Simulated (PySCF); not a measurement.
## What settings do to a single point of Pb(CH3)2H2

The sound run of Pb(CH3)2H2 (singlet) uses PySCF 2.14.0, RKS TPSS, Pb def2-SVP with ECP60, C def2-SVP, H def2-SVP; non-relativistic Hamiltonian with scalar-relativistic core potentials where named; density fitting; no spin-orbit coupling, grid (50, 194), threshold 1e-8 Eh and 55 cycles, at the relaxed geometry:

```xyz
11

Pb    0.0000    0.0000   -0.1804
C     1.3186    1.3186    1.1085
H     1.9451    1.9451    0.4543
H     0.6776    1.9543    1.7396
H     1.9543    0.6776    1.7396
C    -1.3186   -1.3186    1.1085
H    -1.9451   -1.9451    0.4543
H    -0.6776   -1.9543    1.7396
H    -1.9543   -0.6776    1.7396
H     1.0235   -1.0235   -1.2315
H    -1.0235    1.0235   -1.2315
```

There Pb1 has a Mulliken charge of 0.39 e and the dipole about the centre of mass is 0.97 D. Each run below changes one thing and starts from free metal ions and neutral atoms unless it says otherwise; with 55 cycles, smearing, a level shift and second-order steps follow where DIIS fails, and their cycles count. Energy shifts count from the sound run.

| change | outcome | cycles | energy shift (eV) | largest force component (eV/Å) | charge on Pb1 (e) | dipole about the centre of mass (D) |
| --- | --- | --- | --- | --- | --- | --- |
| grid (15, 26) | converged | 9 | 3.30 | 0.55 | 0.30 | 0.73 |
| threshold 1e-05 | converged | 7 | 0.0000 | 0.00 | 0.40 | 0.97 |

One further run converged with energy shift (eV) 2.28, largest force component (eV/Å) 1.78, charge on Pb1 (e) 0.46, dipole about the centre of mass (D) 1.09. Which change was it?
A. start from a density of up to 30 smeared cycles (not counted)
B. charge changed by -3, spin kept, limit 87 cycles
C. all coordinates × 1.12

C.

And the other changes listed?


```
                                                       change    outcome  cycles  energy shift (eV)  largest force component (eV/Å)  charge on Pb1 (e)  dipole about the centre of mass (D)
start from a density of up to 30 smeared cycles (not counted)  converged       6             0.0000                            0.00               0.40                                 0.97
             charge changed by -3, spin kept, limit 87 cycles    refused       –                  –                               –                  –                                    –
```

Unsound on purpose, so not properties of the compound: grid (15, 26).

Forces carry noise of the integration grid, about 0.01 to 0.03 eV/Å.

No frequency check is given that shows the relaxed geometry to be a minimum.
